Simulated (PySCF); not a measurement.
Run record for `[GeH3][C@@H](C=C)N=C`: PBE0/def2-SVP, full TDDFT, 12 singlets.

Method: TDDFT PBE0/def2-SVP, vertical, gas phase, core orbitals frozen in the response (PySCF 2.14.0, density-fitted response routines). Geometry: GFN2-xTB. The command runs a driver script over a list of jobs; the input below is this job's line of settings and its coordinates in Å.

Command:
```bash
OMP_NUM_THREADS=1 python probes_run.py task.json out
```

Input:
```
{"job": {"kind": "uv", "xc": "PBE0", "basis": "def2-SVP", "nstates": 12, "ntriplets": 5, "tda": false}, "charge": 0, "multiplicity": 1}
C     -1.299246    -2.042327    -0.163459
C     -0.722116    -0.980441    -0.696919
C      0.167767    -0.047728     0.046120
Ge    -0.869864     1.639685     0.378163
N      1.229383     0.404914    -0.785280
C      2.416178     0.350739    -0.386536
H     -1.942616    -2.686350    -0.737661
H     -1.145947    -2.313775     0.869050
H     -0.869714    -0.722278    -1.736830
H      0.513186    -0.496558     0.991876
H     -2.107775     1.359800     1.175506
H     -1.262513     2.249610    -0.923166
H     -0.027877     2.630159     1.123530
H      2.720061    -0.066479     0.580283
H      3.196678     0.729018    -1.030039
```

Output:
```
coarse grid: 55504 points
cycle   1  E = -2288.5481805472  dE = -7.854e-03  |g| = 4.582e-01  |ddm| = 3.990e+00
cycle   2  E = -2288.5337631169  dE =  1.442e-02  |g| = 5.383e-01  |ddm| = 9.923e-01
cycle   3  E = -2288.5857013439  dE = -5.194e-02  |g| = 1.029e-01  |ddm| = 5.832e-01
cycle   4  E = -2288.5877347994  dE = -2.033e-03  |g| = 3.806e-02  |ddm| = 1.089e-01
cycle   5  E = -2288.5880360142  dE = -3.012e-04  |g| = 1.036e-02  |ddm| = 4.548e-02
cycle   6  E = -2288.5880624396  dE = -2.643e-05  |g| = 3.390e-03  |ddm| = 1.351e-02
cycle   7  E = -2288.5880653364  dE = -2.897e-06  |g| = 5.718e-04  |ddm| = 3.704e-03
final grid: 117216 points
cycle   8  E = -2288.5880507192  dE =  1.020e-08  |g| = 7.179e-04  |ddm| = 2.141e-03
cycle   9  E = -2288.5880505738  dE =  1.454e-07  |g| = 1.062e-03  |ddm| = 1.581e-03
cycle  10  E = -2288.5880508306  dE = -2.567e-07  |g| = 1.167e-04  |ddm| = 9.619e-04
cycle  11  E = -2288.5880508339  dE = -3.346e-09  |g| = 2.533e-05  |ddm| = 1.505e-04
cycle  12  E = -2288.5880508340  dE = -1.223e-10  |g| = 7.894e-06  |ddm| = 2.682e-05
converged SCF energy = -2288.5880508340

Static polarisability (au): isotropic 79.963, principal 64.822 78.560 96.509

Singlet excitations
state   eV       nm        f      main configurations
  1   5.0233    246.8   0.01030   H-1->L 0.63, H->L 0.31
  2   5.7512    215.6   0.06372   H->L 0.64, H-1->L 0.31
  3   6.2849    197.3   0.06622   H->L+1 0.57, H-1->L+1 0.37
  4   6.7640    183.3   0.24580   H-1->L+1 0.52, H->L+1 0.28, H-2->L+1 0.11
  5   7.2792    170.3   0.02103   H->L+2 0.95
  6   7.3746    168.1   0.36305   H-2->L 0.84
  7   7.7041    160.9   0.05214   H-1->L+2 0.72, H-2->L+1 0.16
  8   7.7976    159.0   0.07967   H-2->L+1 0.45, H-3->L 0.16, H-1->L+2 0.16
  9   7.8894    157.2   0.00349   H-3->L 0.57, H->L+3 0.28
 10   7.9427    156.1   0.02013   H->L+3 0.61, H-3->L 0.19, H->L+4 0.09
 11   8.0979    153.1   0.03321   H->L+4 0.73
 12   8.1406    152.3   0.01670   H-4->L 0.84

Triplet excitations (Tamm-Dancoff, eV): 4.1071 4.2465 4.6315 5.8705 6.2665
```

The SCF starts on a coarse grid where the log names one; the energy can jump when the final grid takes over, and dE then counts from the start density on the new grid. H and L stand for HOMO and LUMO; the number after each pair is its weight.

Task: Which computed singlet has the largest oscillator strength, and what do all of them sum to?

Result: State 6 at 7.37 eV (168 nm), f = 0.363; the 12 states sum to 0.975.

Task: Give the mean polarisability as a volume in Å³, and the ratio of the largest to the smallest principal value.

Result: 79.963 au × 0.148185 = 11.85 Å³; 96.509/64.822 = 1.49.

In short: SCF converged in 12 cycles with 147 basis and 859 fitting functions; HOMO -6.98 eV, LUMO -0.35 eV; lowest singlet 5.02 eV; lowest triplet 4.11 eV (Tamm–Dancoff); mean polarisability 80.0 au.

 Relativistic effects, spin–orbit coupling among them, are left out although an element past zinc is present.

Task: How long does this job take on one thread, Arm Neoverse N1 (aarch64), no GPU, shared host with 64 logical CPUs at a one-minute load of 60? And the peak memory of the process?

Result: About 45 s, with 0.81 GiB resident at the peak, the Python interpreter and its libraries included.

The values belong to the conformer `[CH2:1]=[CH:2][C@H:3]([GeH3:4])[N:5]=[CH2:6]`: C1–C2–C3–Ge4 -106°, C2–C3–N5–C6 -130°.
